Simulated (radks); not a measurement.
Effect of the nuclear size on the indium ion In+, [Kr] 4d10 5s2. Calculated with a radial shooting solver on a logarithmic mesh with Libxc functionals: Dirac Kohn-Sham, BLYP, spin-unpolarised, spherical densities, finite nucleus; Fermi nuclear charge, rms radius 4.6156 fm. The rms radius is varied about that value; shifts are against it.

| rms radius (fm) | total energy shift (eV) | density at nucleus (e/bohr^3) | 1s1/2 shift (meV) | 2s1/2 shift (meV) | 3p1/2 shift (meV) | 4s1/2 shift (meV) | 4p1/2 shift (meV) | 5s1/2 shift (meV) | 5p1/2 (empty) shift (meV) |
|---|---|---|---|---|---|---|---|---|---|
| 3.9002 | -1.04 | 1.792e+05 | -438 | -49.7 | 0.594 | -1.78 | 0.172 | -0.133 | 0.045 |
| 4.431 | -0.284 | 1.759e+05 | -119 | -13.5 | 0.161 | -0.485 | 0.047 | -0.036 | 0.012 |
| 4.6156 | 0 | 1.748e+05 | 0.000 | 0.000 | 0.000 | 0.000 | 0.000 | 0.000 | 0.000 |
| 4.8925 | 0.444 | 1.733e+05 | 186 | 21.2 | -0.252 | 0.759 | -0.073 | 0.057 | -0.019 |
| 5.4003 | 1.32 | 1.708e+05 | 552 | 62.7 | -0.748 | 2.25 | -0.217 | 0.168 | -0.057 |

Slopes of the eigenvalues against <r^2> in GHz/fm^2, as finite differences over the two radii next to the reference (eigenvalue slopes, not the field-shift constants of lines): 1s1/2 17200, 2s1/2 1950, 3p1/2 -23.3, 4s1/2 69.9, 4p1/2 -6.74, 5s1/2 5.22, 5p1/2 (empty) -1.78.
